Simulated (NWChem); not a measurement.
# CH6OSi2; SMILES O=C([SiH3])[SiH3]

Program: NWChem. Pople sets run with spherical d functions. Coordinates come from a B3LYP/6-31G* (spherical d) optimisation. Level: B3LYP/6-31G* with SMD (1 M gas to 1 M solution), gas-phase geometry. Reactions with the solvent are ignored.

Question: Predict the results for solvent water. Quantities: solvation free energy (kcal/mol); cavity-dispersion-structure term (kcal/mol); dipole in solution (D).

Answer: The solvation free energy (kcal/mol) is 1.4 and the cavity-dispersion-structure term (kcal/mol) is 4.8. The dipole in solution (D) comes out as 2.63.
